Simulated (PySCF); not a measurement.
Ionisation of CrF5

System: CrF5, `[F][Cr]([F])([F])([F])[F]` (CrF5•, doublet). Coordinates in Å; atoms count from 1 in this order:
```
Cr    0.0165    0.0250   -0.0071
F     0.0061    0.0067    1.7416
F     0.0068    0.0078   -1.7557
F     1.7026   -0.0019   -0.0066
F    -0.9195    1.4281   -0.0081
F    -0.8064   -1.4618   -0.0072
```

These are calculated values, PBE0-D3(BJ)/ma-def2-SVP in PySCF (grid level 2) at geometries from BP86-D3(BJ)/def2-SVP. The prefix ma- adds one diffuse s and one diffuse p function on all atoms but H. Zero-point and thermal terms (298.15 K, 1 bar) come from unscaled GFN2-xTB harmonic frequencies, with soft modes damped to free rotors in the entropy. These were taken at the GFN2-xTB minima.

Frontier levels of the parent: HOMO -11.52 eV, LUMO -7.86 eV.

Oxidation to the singlet cation:
* Vertical ionisation energy (electronic): 13.71 eV
* Adiabatic ionisation energy (with zero-point energy): 13.49 eV
* Adiabatic, electronic part: 13.44 eV
* Vertical gap at the product's structure: 13.40 eV
* Inner reorganisation energy (four-point): 317 meV
* Relaxation of product / of parent: 272 / 45 meV
* Largest changes of atomic charge: F2 0.23, F3 0.23, F6 0.20, F5 0.17
* Distances that move most (Å): Cr1–F2 1.749 → 1.704; Cr1–F3 1.749 → 1.704; Cr1–F6 1.699 → 1.660; Cr1–F5 1.687 → 1.661

Oxidation to the triplet cation:
- Vertical ionisation energy (electronic): 14.68 eV
- Adiabatic ionisation energy (with zero-point energy): 13.65 eV
- Adiabatic, electronic part: 13.70 eV
- Vertical gap at the product's structure: 12.69 eV
- Inner reorganisation energy (four-point): 1986 meV
- Relaxation of product / of parent: 978 / 1008 meV
- ⟨S²⟩ of the product: 2.027
- Largest spin populations: Cr1 0.95, F6 0.55, F2 0.52
- Largest changes of atomic charge: F2 0.29, F6 0.23, F3 0.20, F5 0.16
- Distances that move most (Å): Cr1–F6 1.699 → 1.846; Cr1–F2 1.749 → 1.833; Cr1–F3 1.749 → 1.669; Cr1–F5 1.687 → 1.630

Known limits: ma-def2-SVP is a small basis, whose errors can reach tens of kJ/mol; spin-orbit coupling is left out of the energies, which matters for open shells on the heavier atoms; the split of the reorganisation energy is sensitive to the structures, which come from another level (BP86-D3(BJ)/def2-SVP); F2 and F3 are equivalent in the parent, but the relaxed triplet cation is symmetry-broken (C2v to Cs), which is often an artefact of the method; its spin populations, distances and adiabatic value belong to that structure.

Hardware: 1 thread of Arm Neoverse N1, shared with other jobs. Command: `OMP_NUM_THREADS=1 python redox_run.py task.json out`. Structures, frequencies and single points: 29 min.
